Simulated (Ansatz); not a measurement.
Reaction (redistribution): `[F][GeH]([SH])[Cl]` + `BN(C)[SiH2]C` → `[CH3][GeH]([F])[Cl]` + `BN(C)[SiH2]S`

Gas-phase electronic energies from Ansatz, PBE0-D4/def2-TZVP geometries. CBS: MP2 limit from def2 TZ/QZ plus the TZ coupled-cluster correction, frozen cores. For Ge outer-core shells are correlated without core-valence functions, which leaves a few kJ/mol of doubt a bond. Scalar relativity is left out up to krypton. Each species was taken in one conformer, which may not be the lowest.

`[F][GeH]([SH])[Cl]`:

```xyz
6

F    -1.043    0.367   -1.487
Ge    0.249    0.318   -0.339
S    -0.571    0.237    1.688
Cl    1.305   -1.471   -0.822
H     1.121    1.552   -0.554
H    -1.060   -1.003    1.513
```

`BN(C)[SiH2]C`:

Cartesian coordinates in Å:
```
B -0.757 1.691 0.986
N -0.213 0.438 0.702
C -0.655 -0.762 1.401
Si 1.033 0.214 -0.516
C 0.404 -0.797 -1.951
H -1.609 1.786 1.827
H -0.366 2.650 0.385
H -1.117 -1.478 0.714
H -1.390 -0.497 2.161
H 0.185 -1.265 1.890
H 1.481 1.553 -0.963
H 2.166 -0.511 0.127
H 1.197 -0.933 -2.692
H -0.436 -0.299 -2.440
H 0.077 -1.790 -1.632
```

`[CH3][GeH]([F])[Cl]`:

```xyz
8

C    -1.062    0.003   -0.183
Ge    0.852   -0.083    0.012
F     1.206   -1.319    1.177
Cl    1.580    1.742    0.867
H    -1.330    0.802   -0.875
H    -1.436   -0.948   -0.565
H    -1.510    0.204    0.790
H     1.700   -0.402   -1.223
```

`BN(C)[SiH2]S`:

Cartesian coordinates in Å:
```
B -0.557 -0.867 1.257
N -0.072 0.114 0.391
C 0.458 1.379 0.894
Si 0.037 -0.026 -1.352
S -0.922 -1.722 -2.186
H -0.546 -0.652 2.438
H -0.969 -1.899 0.818
H 0.412 1.388 1.983
H 1.501 1.521 0.592
H -0.120 2.228 0.514
H 1.478 0.004 -1.711
H -0.645 1.141 -1.966
H -0.055 -2.609 -1.670
```

```csv
species,CCSD(T)/CBS(def2) energy (Eh)
`[F][GeH]([SH])[Cl]`,-3034.76350
`BN(C)[SiH2]C`,-450.75646
`[CH3][GeH]([F])[Cl]`,-2676.23424
`BN(C)[SiH2]S`,-809.29012
```

(1) Work out ΔE.

Largest T1 diagnostic among the species: 0.012.

Results:

(1) ΔE = (-2676.23424) + (-809.29012) − (-3034.76350) − (-450.75646) = -0.00440 Eh = -11.6 kJ/mol.
